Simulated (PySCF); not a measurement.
CH8B4S.
Z-matrix (Å and degrees, PBE0-D3(BJ)/def2-SVP geometry), rows numbered from 1:
```
B 
B   1  1.6544
C   2  1.5735  1  125.36
B   3  1.5543  2  105.98  1  -121.00
S   4  1.8226  3  119.59  2   107.73
B   5  1.7942  4  103.84  3  -179.77
H   1  1.2129  2  121.79  3    89.35
H   1  1.2127  2  121.95  3   -91.92
H   2  1.2188  1  117.55  3  -179.01
H   3  1.0982  2  114.94  1     7.20
H   3  1.1088  2  103.41  1   128.56
H   4  1.2061  3  122.08  2   -70.00
H   6  1.2038  5  120.70  4     0.33
H   6  1.2049  5  116.62  4  -179.55
```

Level of theory: PBE0-D3(BJ)/def2-SVP geometry optimisation, gas phase (PySCF).

Take the most abundant isotopes and a rigid rotor. The values belong to one conformer with, in the numbering `[BH2:1][BH:2][CH2:3][BH:4][S:5][BH2:6]`, B1–B2–C3–B4 -121°, B2–C3–B4–S5 108°, C3–B4–S5–B6 180°, B4–S5–B6–H 0° and 180°.

(1) What are A, B and C (MHz)?

(2) Classify the top.

(3) What does the inertial defect say?

(4) List the rotational levels J(Ka,Kc) to J = 4 (MHz).

(5) Which lines would a microwave search look for?

(6) Estimate the classical rotational partition function at 25 K, 200 K and 298.15 K.

Answers

(1) Ia = 74.73, Ib = 422.72, Ic = 444.66 u·Å²; 505379 MHz·u·Å²/I gives A = 6763, B = 1196, C = 1137 MHz.

(2) A near-prolate asymmetric top; Ray's κ = -0.979.

(3) Not planar: Δ = Ic − Ia − Ib = -52.79 u·Å². For a rigid frame Δ = −2 Σ m c², so Σ m c² = 26.40 u·Å² lies off the ab plane: 9.39 from hydrogen and 17.01 from heavier atoms. The atom farthest from that plane is 1.56 Å away.

(4) Above 0(0,0):
J = 1: 1(0,1) 2332, 1(1,1) 7900, 1(1,0) 7959
J = 2: 2(0,2) 6996, 2(1,2) 12505, 2(1,1) 12682, 2(2,1) 29384, 2(2,0) 29385
J = 3: 3(0,3) 13990, 3(1,3) 19412, 3(1,2) 19766, 3(2,2) 36380, 3(2,1) 36383, 3(3,1) 64366, 3(3,0) 64366
J = 4: 4(0,4) 23314, 4(1,4) 28622, 4(1,3) 29212, 4(2,3) 45708, 4(2,2) 45715, 4(3,2) 73695, 4(3,1) 73695, 4(4,1) 112873, 4(4,0) 112873
The levels of one J sum to (2J + 1)J(J + 1)(A + B + C)/3.

(5) The dipole components are |μa| = 0.62 D, |μb| = 0.85 D, |μc| = 0.27 D. The squared components, which scale the intensities, stand as 0.53 : 1.00 : 0.10 (a : b : c). Some of the stronger lines:

```json
{"type": "a", "branch": "Q", "J(Ka,Kc)": "3(1,2) ← 3(1,3)", "MHz": "354", "lower level (cm⁻¹)": "0.648"}
{"type": "a", "branch": "R", "J(Ka,Kc)": "1(0,1) ← 0(0,0)", "MHz": "2332", "lower level (cm⁻¹)": "0.000"}
{"type": "a", "branch": "R", "J(Ka,Kc)": "2(1,2) ← 1(1,1)", "MHz": "4605", "lower level (cm⁻¹)": "0.264"}
{"type": "a", "branch": "R", "J(Ka,Kc)": "2(0,2) ← 1(0,1)", "MHz": "4664", "lower level (cm⁻¹)": "0.078"}
{"type": "a", "branch": "R", "J(Ka,Kc)": "2(1,1) ← 1(1,0)", "MHz": "4723", "lower level (cm⁻¹)": "0.265"}
{"type": "b", "branch": "Q", "J(Ka,Kc)": "3(1,2) ← 3(0,3)", "MHz": "5776", "lower level (cm⁻¹)": "0.467"}
{"type": "a", "branch": "R", "J(Ka,Kc)": "3(1,3) ← 2(1,2)", "MHz": "6908", "lower level (cm⁻¹)": "0.417"}
{"type": "a", "branch": "R", "J(Ka,Kc)": "3(2,1) ← 2(2,0)", "MHz": "6998", "lower level (cm⁻¹)": "0.980"}
{"type": "b", "branch": "R", "J(Ka,Kc)": "2(1,2) ← 1(0,1)", "MHz": "10173", "lower level (cm⁻¹)": "0.078"}
{"type": "b", "branch": "R", "J(Ka,Kc)": "3(1,3) ← 2(0,2)", "MHz": "12417", "lower level (cm⁻¹)": "0.233"}
{"type": "b", "branch": "Q", "J(Ka,Kc)": "2(2,0) ← 2(1,1)", "MHz": "16703", "lower level (cm⁻¹)": "0.423"}
{"type": "b", "branch": "Q", "J(Ka,Kc)": "2(2,1) ← 2(1,2)", "MHz": "16879", "lower level (cm⁻¹)": "0.417"}
{"type": "b", "branch": "R", "J(Ka,Kc)": "2(2,0) ← 1(1,1)", "MHz": "21485", "lower level (cm⁻¹)": "0.264"}
{"type": "b", "branch": "R", "J(Ka,Kc)": "3(2,1) ← 2(1,2)", "MHz": "23878", "lower level (cm⁻¹)": "0.417"}
{"type": "b", "branch": "Q", "J(Ka,Kc)": "3(3,0) ← 3(2,1)", "MHz": "27983", "lower level (cm⁻¹)": "1.214"}
{"type": "b", "branch": "Q", "J(Ka,Kc)": "3(3,1) ← 3(2,2)", "MHz": "27985", "lower level (cm⁻¹)": "1.214"}
```

(6) Point group C1, symmetry number σ = 1; q = (√π/σ)·√((kT/h)³/(ABC)), k/h = 20836.6 MHz/K: 6950 at 25 K, 157000 at 200 K, 286000 at 298.15 K.

Not checked by PBE0-D3(BJ)/def2-SVP frequencies. Constants of a rigid frame at the computed geometry: no zero-point averaging, no centrifugal distortion. Quadrupole hyperfine structure (11B) is left out.
